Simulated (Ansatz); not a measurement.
```yaml
crystal:
  periodic: [false, false, false]
  atoms:
    - {symbol: B, position_ang: [-0.830473, 1.388252, -0.417132]}
    - {symbol: B, position_ang: [0.830036, -1.389070, 0.415282]}
    - {symbol: N, position_ang: [-1.644418, 2.760079, -0.819031]}
    - {symbol: N, position_ang: [1.649412, -2.752378, 0.834728]}
    - {symbol: N, position_ang: [-0.004569, -0.006883, -0.013859]}
basis:
  gaussian: {orbitals: def2-mTZVP}
total_charge: -1
hamiltonian: {xc: {name: PBEsol}, pseudopotentials: {relativity: scalar}}
output: {forces: true}
```

```sh
$ ansatz run in.yaml --threads 4 --pin off --events-out ev --progress --plain --max-ram 3916MiB
```

Output, abridged:

```
Functional definition: PBEsol
762 factors; their error is unknown
mean field evaluation 1: about -5780.5748 eV, gradient 5.7e1 eV
mean field evaluation 2: about -5588.8711 eV, gradient 2.2e2 eV
mean field evaluation 4: about -5780.7171 eV, gradient 5.9e1 eV
mean field evaluation 8: about -5787.6879 eV, gradient 1.9e1 eV
mean field evaluation 16: about -5788.8277 eV, gradient 8.0e-4 eV
mean field evaluation 32: about -5788.8276 eV, gradient 3.9e-2 eV
mean field evaluation 64: about -5787.7488 eV, gradient 1.4e1 eV
mean field evaluation 96: about -5788.8276 eV, gradient 1.2e-3 eV
mean field -5788.82772562 eV, -212.7354951083 hartree, gradient 1.0e-10 eV, S^2 0.000000; 9 other end points of the search recorded, 0 dependent functions left out
reference -5788.82776490 eV, -212.7354965516 hartree; 16, 16 occupied and 79, 79 virtual orbitals, 762 factors
Total energy: -5788.82776490 eV, -212.7354965516 hartree
Relativity: scalar
Atom 0 at    -0.830473     1.388252    -0.417132 Å, force    -0.121005     0.223831    -0.055290 eV/Å
Atom 1 at     0.830036    -1.389070     0.415282 Å, force     0.128359    -0.210942     0.083709 eV/Å
Atom 2 at    -1.644418     2.760079    -0.819031 Å, force     3.755495    -6.335127     1.850845 eV/Å
Atom 3 at     1.649412    -2.752378     0.834728 Å, force    -3.783671     6.291118    -1.941456 eV/Å
Atom 4 at    -0.004569    -0.006883    -0.013859 Å, force     0.020822     0.031121     0.062192 eV/Å
Dipole moment:    -0.000580    -0.000973    -0.002096 e Å
```

Hardware: 4 threads of Arm Neoverse V2 on a shared host. Wall time 7 s.

The highest occupied level of an anion often lies above zero with these methods, and sets without diffuse functions describe the outer electron poorly. The restricted singlet is unstable towards broken spin symmetry at other levels; at RKS PBEsol/def2-mTZVP this wasn't settled.

The dipole of an ion depends on the origin.
